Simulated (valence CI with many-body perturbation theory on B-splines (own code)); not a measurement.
# E1 transitions of Er19+

Method: relativistic CI+MBPT: three valence electrons over a frozen Dirac-Fock core [Kr] 4d10, a basis of 7 s, 7 p, 7 d, 7 f, 4 g, 2 h functions for each j, with the one-electron correlation potential Σ1 (screened to all orders), the two-electron term Σ2, the three-electron term Σ3, Breit, model QED; selected single and double excitations, second order for the rest, scaled by the run's own slope (own B-spline code, finite nucleus).

No measured levels were compared; by estimate terms of the open shell hold to a few per cent of their energy, and close levels can change places. The list stops below the first excitations out of the core.

Lines 51 to 100 of 559 in falling wavelength, among levels below 1077400 cm⁻¹, chosen from the strongest by gf and those to the six lowest levels. Wavelengths and rates use the calculated energies, so an error of 2000 cm⁻¹ moves a line at 388.4 Å by 0.78 % and its rate by three times that or more. Electric multipoles are in the length gauge, E1 and E2 with the static RPA response of the core. Weak lines are less certain than strong ones. Lines between different terms over intervals too small for the method are left out, as are lines whose strength nearly cancels. Where a level lies close to another of its J and parity, the split of strength between their lines is uncertain. The highest levels of a list are the least certain.

Levels are named by their leading jj configuration (3d3/2^4 stands for four electrons in 3d with j = 3/2), which in mixed levels can hold well under half, so a name can repeat and another be missing. Letters in brackets count levels of one name in rising energy.

```tsv
λ vac (Å)	Upper	Lower	A (s⁻¹)	S (a.u.)
388.4	(4f5/2 4f7/2 5p1/2) J=11/2 [a]	(4f5/2 4f7/2 5s) J=9/2 [b]	2.69e+08	9.34e-02
388.2	(4f5/2 4f7/2 5p1/2) J=5/2 [b]	(4f5/2 4f7/2 5s) J=3/2 [b]	5.46e+07	9.47e-03
386.9	(4f5/2^2 5p1/2) J=5/2	(4f5/2 4f7/2 5s) J=7/2 [a]	5.58e+07	9.57e-03
386.5	(4f5/2 4f7/2 5p1/2) J=11/2 [a]	(4f7/2^2 5s) J=13/2	5.85e+07	2.00e-02
385.6	(4f7/2 5s 5p1/2) J=7/2 [b]	(4f7/2 5s^2) J=7/2	2.47e+09	5.59e-01
385.4	(4f7/2 5s 5p1/2) J=7/2 [b]	(4f5/2 4f7/2 5p3/2) J=7/2 [d]	1.75e+08	3.95e-02
385.1	(4f5/2 4f7/2 5p1/2) J=7/2 [a]	(4f5/2 4f7/2 5s) J=5/2 [a]	2.07e+09	4.66e-01
384.8	(4f7/2^2 5p1/2) J=1/2	(4f7/2^2 5s) J=1/2	6.51e+09	3.66e-01
384.3	(4f5/2 4f7/2 5p1/2) J=9/2 [a]	(4f5/2 4f7/2 5s) J=7/2 [a]	1.88e+07	5.27e-03
384.1	(4f7/2^2 5p1/2) J=3/2	(4f7/2^2 5s) J=3/2	9.89e+08	1.11e-01
384.1	(4f5/2 4f7/2 5p1/2) J=7/2 [a]	(4f5/2 4f7/2 5s) J=7/2 [b]	6.44e+07	1.44e-02
383.9	(4f5/2 4f7/2 5p1/2) J=3/2 [b]	(4f5/2 4f7/2 5s) J=1/2	2.24e+09	2.50e-01
383.7	(4f7/2^2 5p1/2) J=11/2	(4f7/2^2 5s) J=11/2	2.82e+09	9.43e-01
383.4	(4f7/2^2 5p1/2) J=5/2	(4f7/2^2 5s) J=3/2	4.12e+09	6.88e-01
382.9	(4f5/2 4f7/2 5p1/2) J=3/2 [b]	(4f7/2^2 5s) J=5/2	1.28e+08	1.42e-02
382.7	(4f5/2 4f7/2 5p1/2) J=3/2 [a]	(4f5/2^2 5s) J=1/2	1.16e+08	1.28e-02
381.7	(4f5/2^2 5p1/2) J=9/2	(4f5/2^2 5s) J=9/2	3.20e+09	8.78e-01
381.7	(4f5/2 4f7/2 5p1/2) J=5/2 [a]	(4f5/2 4f7/2 5s) J=5/2 [a]	1.63e+09	2.69e-01
380.8	(4f7/2^2 5p1/2) J=7/2	(4f7/2^2 5s) J=7/2	1.83e+09	3.98e-01
380.7	(4f5/2 4f7/2 5p1/2) J=5/2 [a]	(4f5/2 4f7/2 5s) J=7/2 [b]	1.56e+09	2.56e-01
380.7	(4f7/2^2 5p1/2) J=13/2	(4f7/2^2 5s) J=11/2	3.95e+09	1.50e+00
379.7	(4f5/2 4f7/2 5p1/2) J=11/2 [a]	(4f5/2 4f7/2 5s) J=9/2 [a]	3.37e+09	1.09e+00
378.9	(4f5/2 4f7/2 5p1/2) J=9/2 [a]	(4f5/2 4f7/2 5s) J=9/2 [a]	2.62e+09	7.02e-01
378.7	(4f5/2 4f7/2 5p1/2) J=9/2 [b]	(4f5/2 4f7/2 5s) J=7/2 [b]	2.99e+09	8.03e-01
378.4	(4f5/2 4f7/2 5p1/2) J=1/2	(4f5/2 4f7/2 5s) J=3/2 [b]	6.38e+09	3.41e-01
377.9	(4f5/2 4f7/2 5p1/2) J=3/2 [a]	(4f5/2 4f7/2 5s) J=3/2 [a]	1.31e+09	1.40e-01
377.9	(4f5/2^2 5p1/2) J=5/2	(4f5/2^2 5s) J=5/2	3.24e+09	5.18e-01
377.1	(4f5/2 4f7/2 5p1/2) J=7/2 [a]	(4f5/2 4f7/2 5s) J=9/2 [b]	2.56e+09	5.42e-01
376.2	(4f5/2 4f7/2 5p1/2) J=5/2 [b]	(4f5/2 4f7/2 5s) J=3/2 [a]	4.75e+09	7.48e-01
376.1	(4f5/2 4f7/2 5p1/2) J=3/2 [a]	(4f5/2 4f7/2 5s) J=5/2 [b]	7.23e+09	7.60e-01
375.9	(4f5/2 4f7/2 5p1/2) J=11/2 [b]	(4f5/2 4f7/2 5s) J=11/2 [b]	4.16e+09	1.31e+00
375.8	(4f5/2^2 5p1/2) J=9/2	(4f5/2^2 5s) J=7/2	5.00e+09	1.31e+00
375.7	(4f7/2^2 5p1/2) J=9/2	(4f7/2^2 5s) J=7/2	4.69e+09	1.23e+00
375.5	(4f5/2 4f7/2 5p1/2) J=11/2 [b]	(4f5/2 4f7/2 5s) J=13/2	4.96e+09	1.56e+00
375.1	(4f5/2^2 5p1/2) J=1/2	(4f5/2^2 5s) J=1/2	7.28e+09	3.80e-01
375.0	(4f5/2 4f7/2 5p1/2) J=13/2	(4f5/2 4f7/2 5s) J=11/2 [b]	4.30e+09	1.57e+00
374.8	(4f5/2 4f7/2 5p1/2) J=7/2 [b]	(4f5/2 4f7/2 5s) J=5/2 [a]	1.57e+09	3.26e-01
374.7	(4f5/2 4f7/2 5p1/2) J=13/2	(4f5/2 4f7/2 5s) J=13/2	4.82e+09	1.75e+00
374.5	(4f5/2 4f7/2 5p1/2) J=5/2 [b]	(4f5/2 4f7/2 5s) J=5/2 [b]	3.74e+09	5.82e-01
374.0	(4f5/2 4f7/2 5p1/2) J=7/2 [a]	(4f5/2 4f7/2 5s) J=7/2 [a]	3.12e+09	6.45e-01
373.9	(4f5/2 4f7/2 5p1/2) J=7/2 [b]	(4f5/2 4f7/2 5s) J=7/2 [b]	2.27e+09	4.69e-01
373.4	(4f5/2^2 5p1/2) J=5/2	(4f5/2^2 5s) J=3/2	5.23e+09	8.06e-01
373.1	(4f5/2^2 5p1/2) J=3/2	(4f5/2^2 5s) J=5/2	5.93e+09	6.08e-01
373.0	(4f7/2^2 5p1/2) J=3/2	(4f5/2 4f7/2 5s) J=1/2	3.94e+07	4.04e-03
372.9	(4f7/2^2 5p1/2) J=7/2	(4f7/2^2 5s) J=9/2	6.78e+09	1.39e+00
372.5	(4f5/2 4f7/2 5p1/2) J=11/2 [a]	(4f5/2 4f7/2 5s) J=11/2 [a]	4.07e+09	1.25e+00
372.1	(4f7/2^2 5p1/2) J=3/2	(4f7/2^2 5s) J=5/2	8.08e+09	8.22e-01
372.0	(4f5/2 4f7/2 5p1/2) J=9/2 [b]	(4f5/2 4f7/2 5s) J=9/2 [b]	3.69e+09	9.38e-01
371.8	(4f5/2^2 5p3/2) J=1/2	(4f7/2^2 5s) J=1/2	6.70e+08	3.40e-02
371.7	(4f5/2 4f7/2 5p1/2) J=9/2 [a]	(4f5/2 4f7/2 5s) J=11/2 [a]	5.21e+09	1.32e+00
```
